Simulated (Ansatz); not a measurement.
GaH$_{6}$NSiTe (`N[SiH]([GaH2])[TeH]`), 10 atoms. The species carries charge 0 and has multiplicity 1. Correlated methods include outer-core shells of Ga, Te, which these sets cover unevenly. Scalar relativity is left out up to krypton. Te: def2 effective core potential. All runs use 4 threads of an Intel Xeon 6985P-C on a shared host. Correlated methods freeze the cores.

**Question.** How many basis functions does each run have, and how long does it take in Ansatz? RKS PBE0-D4/def2-TZVP frequencies; RKS HSE06 (plane-wave form)-D4/def2-TZVPP energy; RKS PBE0-D4/def2-SVP energy; RKS PBE-QIDH (frozen core)/def2-TZVPP energy; RKS BHLYP-D4/def2-TZVPP energy; RHF-CCSD(T)/def2-TZVPP energy; RKS PBE0-D4/def2-TZVPP energy; RKS PBE0-D4/def2-QZVPP energy; RKS ωB97M-V/def2-SVP energy; RKS ωB97M-V/def2-QZVPP energy; RKS PBE0-D4/def2-TZVP relaxation (23 steps); RHF-MP2/def2-QZVPP energy. (An estimate is asked.)

**Answer.** Computed: Other jobs shared the machine, so times are rough.

| level | job | functions | wall time | peak host memory (GiB) |
| --- | --- | --- | --- | --- |
| RKS PBE0-D4/def2-SVP | energy | 120 | 1.1 s | 0.47 |
| RKS HSE06 (plane-wave form)-D4/def2-TZVPP | energy | 255 | 2.9 s | 0.9 |
| RKS BHLYP-D4/def2-TZVPP | energy | 255 | 2.9 s | 0.9 |
| RKS PBE0-D4/def2-TZVPP | energy | 255 | 3.2 s | 0.86 |
| RKS ωB97M-V/def2-SVP | energy | 120 | 3.6 s | 0.48 |
| RKS PBE-QIDH (frozen core)/def2-TZVPP | energy | 255 | 4.4 s | 0.79 |
| RKS PBE0-D4/def2-QZVPP | energy | 478 | 7 s | 2.3 |
| RKS ωB97M-V/def2-QZVPP | energy | 478 | 13 s | 2.7 |
| RHF-MP2/def2-QZVPP | energy | 478 | 21 s | 3.1 |
| RKS PBE0-D4/def2-TZVP | relaxation (23 steps) | 202 | 57 s | 0.7 |
| RHF-CCSD(T)/def2-TZVPP | energy | 255 | 75 s | 6.5 |
| RKS PBE0-D4/def2-TZVP | frequencies | 202 | 110 s | 0.69 |
